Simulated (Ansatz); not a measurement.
Ansatz (an electronic-structure program) input:

Ansatz 0.2 input:
```yaml
crystal:
  periodic: [false, false, false]
  atoms:
    - {symbol: Si, position_ang: [-0.59267777, -0.08193722, -0.04545566]}
    - {symbol: Cl, position_ang: [-0.96427665, -1.41969505, -1.52451144]}
    - {symbol: Cl, position_ang: [-1.33230825, -0.80448549, 1.67805454]}
    - {symbol: Cl, position_ang: [-1.41988938, 1.67987977, -0.54675504]}
    - {symbol: N, position_ang: [1.07175035, 0.21841887, 0.22547809]}
    - {symbol: H, position_ang: [1.65081880, -0.44715199, 0.70911952]}
    - {symbol: H, position_ang: [1.61122113, 0.78092781, -0.41083243]}
basis:
  gaussian:
    orbitals: def2-TZVP
hamiltonian:
  xc: b3lyp
  dispersion: d3bj
relax: {f_tol: 0.002, max_steps: 150}
```

### Question
What final total energy does it print?

### Answer
-1726.40084 Eh (B3LYP-D3(BJ)/def2-TZVP). The basis has 191 functions. The run takes around 60 core-seconds (rough).
